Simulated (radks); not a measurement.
Radial electron density D(r) = 4 pi r^2 rho(r) of an atom or ion with 20 electrons. Method: scalar-relativistic Kohn-Sham, XLYP, spin-polarised, spherical densities, finite nucleus; Fermi nuclear charge, rms radius of each element as measured or else 0.836 A^(1/3) + 0.57 fm; computed with a radial shooting solver on a logarithmic mesh with Libxc functionals.

```
   r/bohr * D(r) (the largest magnitude, 88.9, reaches the edge; | marks zero)
 0.001967 |   *
 0.002442 |     *
  0.00303 |       *
 0.003791 |           *
 0.004705 |               *
 0.005839 |                    *
 0.007306 |                          *
 0.009067 |                                *
  0.01125 |                                     *
  0.01408 |                                          *
  0.01747 |                                           *
  0.02169 |                                           *
  0.02713 |                                        *
  0.03367 |                                      *
  0.04179 |                                       *
  0.05228 |                                             *
  0.06489 |                                                    *
  0.08053 |                                                      *
   0.1007 |                                              *
    0.125 |                                 *
   0.1552 |                         *
   0.1942 |                         *
    0.241 |                            *
   0.2991 |                       *
   0.3741 |           *
   0.4643 |   *
   0.5763 |*
    0.721 *
   0.8948 *
```

What is the nuclear charge?

Answer. Z = 55. The innermost maximum, from 1s, lies near gamma/Z bohr with gamma = sqrt(1 - (Z/c)^2) = 0.916, here 0.0167 bohr (found: 0.0183), and its height grows with Z. The density is that of the caesium ion Cs35+ in [Ar] 3d2; the configuration itself is not fixed sharply by these data, and Z only to a few units. D(r) has 3 maxima, at r = 0.0183, 0.0761, 0.237 bohr, and minima at 0.0353, 0.168 bohr, inside which lie 1.98, 10.74 electrons.
